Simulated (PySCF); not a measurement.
# Be+ (beryllium, charge +1) across methods

[He] 2p1, 2P determinant (an excited configuration). Computed with PySCF 2.14 in aug-cc-pVQZ-DK (6s5p4d3f2g, 80 functions), with the spin-free X2C one-electron Hamiltonian (Gaussian nucleus).

```json
{"method": "r2SCAN", "E (hartree)": "-14.1984", "mean ε 1s α (eV)": "-120.20", "mean ε 1s β (eV)": "-119.98", "mean ε 2p α (eV)": "-11.010", "Σ⟨r²⟩ (bohr²)": "6.997", "⟨S²⟩": "0.750"}
{"method": "PBE", "E (hartree)": "-14.1744", "mean ε 1s α (eV)": "-117.89", "mean ε 1s β (eV)": "-117.58", "mean ε 2p α (eV)": "-10.895", "Σ⟨r²⟩ (bohr²)": "7.031", "⟨S²⟩": "0.750"}
{"method": "HSE06", "E (hartree)": "-14.1802", "mean ε 1s α (eV)": "-123.24", "mean ε 1s β (eV)": "-122.93", "mean ε 2p α (eV)": "-11.407", "Σ⟨r²⟩ (bohr²)": "7.043", "⟨S²⟩": "0.750"}
{"method": "UHF", "E (hartree)": "-14.13322", "mean ε 1s α (eV)": "-140.18", "mean ε 1s β (eV)": "-139.91", "mean ε 2p α (eV)": "-14.146", "Σ⟨r²⟩ (bohr²)": "7.271", "⟨S²⟩": "0.750"}
{"method": "BLYP", "E (hartree)": "-14.2086", "mean ε 1s α (eV)": "-118.15", "mean ε 1s β (eV)": "-117.92", "mean ε 2p α (eV)": "-10.807", "Σ⟨r²⟩ (bohr²)": "6.940", "⟨S²⟩": "0.750"}
{"method": "LDA", "E (hartree)": "-13.9888", "mean ε 1s α (eV)": "-116.55", "mean ε 1s β (eV)": "-116.24", "mean ε 2p α (eV)": "-10.682", "Σ⟨r²⟩ (bohr²)": "7.111", "⟨S²⟩": "0.750"}
{"method": "M06", "E (hartree)": "-14.2134", "mean ε 1s α (eV)": "-123.82", "mean ε 1s β (eV)": "-123.59", "mean ε 2p α (eV)": "-11.611", "Σ⟨r²⟩ (bohr²)": "7.093", "⟨S²⟩": "0.750"}
{"method": "PBE0", "E (hartree)": "-14.1771", "mean ε 1s α (eV)": "-123.65", "mean ε 1s β (eV)": "-123.34", "mean ε 2p α (eV)": "-11.794", "Σ⟨r²⟩ (bohr²)": "7.054", "⟨S²⟩": "0.750"}
```

**Question.** Estimate the same row for BP86.

**Answer.** E (hartree) = -14.2017; mean ε 1s α (eV) = -118.12; mean ε 1s β (eV) = -117.87; mean ε 2p α (eV) = -10.951; Σ⟨r²⟩ (bohr²) = 7.028; ⟨S²⟩ = 0.750.
